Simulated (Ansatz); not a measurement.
Consider the ligand exchange at the Si–O bond: `[SiH3][O][Cd][O][SiH3]` + `C=C(F)S` → `C=C(F)S[SiH3]` + `[OH][Cd][O][SiH3]`.

Gas-phase electronic energies from Ansatz, PBE0-D4/def2-TZVP geometries. CCSD(T)/CBS adds triple-zeta CCSD(T) − MP2 to the extrapolated MP2 energy (def2 sets, frozen cores). Functionals use def2-TZVPP. def2 core potentials past Kr. For Cd outer-core shells are correlated without core-valence functions, which leaves a few kJ/mol of doubt a bond. One conformer a species, not always the lowest.

`[SiH3][O][Cd][O][SiH3]`:

```xyz
11

Si   -0.175   -1.217   -2.907
O     0.212   -1.652   -1.388
Cd    0.096   -0.784    0.350
O     0.002   -0.091    2.166
Si    0.155    1.386    2.831
H     0.557    0.012   -3.337
H    -1.633   -0.926   -3.048
H     0.179   -2.326   -3.831
H    -0.840    2.351    2.276
H     1.508    1.968    2.589
H    -0.060    1.278    4.299
```

`C=C(F)S`:

Z-matrix (Å, degrees):
```
C
C 1 1.322
H 1 1.079 2 121.2
H 1 1.082 2 119.5 3 180.0
F 2 1.337 1 120.8 3 180.0
S 2 1.753 1 130.2 3 -0.0
H 6 1.341 2 95.0 1 0.0
```

`C=C(F)S[SiH3]`:

Z-matrix (Å, degrees):
```
Si
S 1 2.151
H 1 1.483 2 103.3
H 1 1.483 2 110.2 3 -118.6
H 1 1.481 2 112.0 3 118.4
C 2 1.754 1 99.9 3 170.9
F 6 1.342 2 114.3 1 42.9
C 6 1.322 2 125.3 1 -139.9
H 8 1.082 6 120.1 2 -174.4
H 8 1.079 6 120.2 2 5.0
```

`[OH][Cd][O][SiH3]`:

Cartesian coordinates in Å:
```
O -2.285 1.902 -1.771
Cd -0.756 1.026 -0.930
O 0.864 0.326 -0.094
Si 1.176 -0.844 0.988
H -2.858 1.281 -2.226
H 0.526 -0.578 2.306
H 0.687 -2.178 0.526
H 2.646 -0.934 1.201
```

```tsv
level	ΔE (kcal/mol)
PBE	7.1
MP2/def2-TZVPP	11.3
SCS-MP2/def2-QZVPP	12.2
HF/CBS(def2)	17.9
```

(1) What does CCSD(T)/CBS give? (Estimate.)

Largest T1 diagnostic among the species: 0.016.

Answers

(1) Computed: +10.6 kcal/mol. The listed levels differ from it by -3.5, 0.7, 1.6, 7.3 kcal/mol.

The D4 term adds −0.8 kcal/mol with B3LYP and −0.4 kcal/mol with PBE0; it sums over pairs of atoms, weighted by their polarisabilities, and B3LYP, whose exchange is more repulsive, gets the larger term. From PBE to PBE0 (25 % exact exchange), in def2-TZVPP and without D4, ΔE moves by +2.0 kcal/mol. In def2-TZVPP, CCSD(T) changes the Hartree–Fock value by −5.6 kcal/mol (the triples alone add −1.0 kcal/mol) and MP2 by −6.3 kcal/mol.

B3LYP here is the variant with VWN-RPA as its local correlation; programs differ in this.
